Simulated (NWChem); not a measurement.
System: C₂H₆HfS; SMILES [CH3][Hf]([CH3])=[S]

NWChem input:

```
start job
memory heap 200 mb stack 900 mb global 1100 mb
geometry units angstroms noautoz
  Hf     0.003384    -0.148725     0.921755
  S     -0.041827     1.871044     0.010461
  C      1.718424    -1.163649    -0.021051
  H      1.580061    -1.191238    -1.116018
  H      1.808530    -2.209752     0.332235
  H      2.676077    -0.645624     0.163425
  C     -1.719564    -1.210141     0.047178
  H     -1.766015    -2.258044     0.403675
  H     -1.625355    -1.235044    -1.052494
  H     -2.682988    -0.718903     0.270706
end
basis spherical
  Hf library def2-svp
  S library def2-svp
  C library def2-svp
  H library def2-svp
end
ecp
  Hf library def2-ecp
end
dft
  xc revpbe cpbe96
  iterations 150
  mulliken
end
task dft energy
```

Parts of the log:

```
             Northwest Computational Chemistry Package (NWChem) 7.3.0
             --------------------------------------------------------

 CS  symmetry detected

                             Geometry "geometry" -> ""
                             -------------------------

 Output coordinates in angstroms (scale by  1.889725989 to convert to a.u.)

  No.       Tag          Charge          X              Y              Z
 ---- ---------------- ---------- -------------- -------------- --------------
    1 Hf                  72.0000     0.27810056    -0.16679624     0.00000000
    2 S                   16.0000    -0.28269557     1.97737616     0.00000000
    3 C                    6.0000    -0.79155893    -1.03820965     1.71948959
    4 H                    1.0000    -1.87799045    -0.88024601     1.60317223
    5 H                    1.0000    -0.61670796    -2.13002748     1.78779244
    6 H                    1.0000    -0.50600375    -0.57481317     2.68031961
    7 C                    6.0000    -0.79155893    -1.03820965    -1.71948959
    8 H                    1.0000    -0.61670796    -2.13002748    -1.78779244
    9 H                    1.0000    -1.87799045    -0.88024601    -1.60317223
   10 H                    1.0000    -0.50600375    -0.57481317    -2.68031961

 Effective nuclear repulsion energy (a.u.)     636.6725981202

      Symmetry information
      --------------------

 Group name             Cs
 Group number              2
 Group order               2
 No. of unique centers     6

 Summary of "ao basis" -> "ao basis" (spherical)
 ------------------------------------------------------------------------------
       Tag                 Description            Shells   Functions and Types
 ---------------- ------------------------------  ------  ---------------------
 Hf                         def2-svp                12       32   6s3p2d1f
 S                          def2-svp                 8       18   4s3p1d
 C                          def2-svp                 6       14   3s2p1d
 H                          def2-svp                 3        5   2s1p

      Symmetry analysis of basis
      --------------------------

        a'         64
        a"         44

            General Information
            -------------------
          SCF calculation type: DFT
          Wavefunction type:  closed shell.
          No. of atoms     :    10
          No. of electrons :    46
           Alpha electrons :    23
            Beta electrons :    23
          Charge           :     0
          Spin multiplicity:     1
          Use of symmetry is: on ; symmetry adaption is: on
          Maximum number of iterations: 150
          AO basis - number of functions:   108
                     number of shells:    50
          Convergence on energy requested:  1.00D-06
          Convergence on density requested:  1.00D-05
          Convergence on gradient requested:  5.00D-04

              XC Information
              --------------
                        RevPBE Exchange Functional  1.000
            Perdew 1991 LDA Correlation Functional  1.000 local
           PerdewBurkeErnz. Correlation Functional  1.000 non-local

             Grid Information
             ----------------
          Grid used for XC integration:  medium
          Radial quadrature: Mura-Knowles
          Angular quadrature: Lebedev.
          Tag              B.-S. Rad. Rad. Pts. Rad. Cut. Ang. Pts.
          ---              ---------- --------- --------- ---------
          Hf                  1.55      123          10.0       590
          S                   1.00       88          11.0       590
          C                   0.70       49          11.0       434
          H                   0.35       45          13.0       434
          Grid pruning is: on
          Number of quadrature shells:   395
          Spatial weights used:  Erf1

      Superposition of Atomic Density Guess
      -------------------------------------

 Sum of atomic energies:        -527.53085385

      Non-variational initial energy
      ------------------------------

 Total energy =    -524.112735
 1-e energy   =   -1062.304229
 2-e energy   =     371.565768
 HOMO         =      -0.308605
 LUMO         =      -0.050240

      Symmetry analysis of molecular orbitals - initial
      -------------------------------------------------

  Numbering of irreducible representations:

     1 a'          2 a"

  Orbital symmetries:

     1 a'          2 a'          3 a"          4 a'          5 a'
     6 a"          7 a'          8 a'          9 a'         10 a"
    11 a'         12 a'         13 a"         14 a'         15 a'
    16 a'         17 a"         18 a"         19 a'         20 a'
    21 a"         22 a'         23 a"         24 a'         25 a"
    26 a'         27 a'         28 a'         29 a"         30 a'
    31 a"         32 a'         33 a'

     ---------------------------------------------
      Total Density - Mulliken Population Analysis
     ---------------------------------------------

    Atom       Charge   Shell Charges
 -----------   ------   -------------------------------------------------------
    1 Hf  12     9.90   0.03 -0.30  1.75  0.51  0.47  0.11  5.45  0.58  0.11  0.91  0.19  0.07
    2 S   16    17.13   2.00  1.99  1.25  0.67  5.94  2.04  3.22  0.02
    3 C    6     6.93   1.99  0.98  0.36  2.20  1.39  0.01
    4 H    1     0.85   0.65  0.18  0.03
    5 H    1     0.85   0.65  0.18  0.03
    6 H    1     0.85   0.65  0.18  0.03
    7 C    6     6.93   1.99  0.98  0.36  2.20  1.39  0.01
    8 H    1     0.85   0.65  0.18  0.03
    9 H    1     0.85   0.65  0.18  0.03
   10 H    1     0.85   0.65  0.18  0.03

[...]
```

Level: revPBE/def2-SVP with def2 effective core potentials on Hf. The geometry was optimised at PBE0/def2-SVP. No frequency run checked for a minimum. def2 effective core potentials on Hf; no spin-orbit coupling.
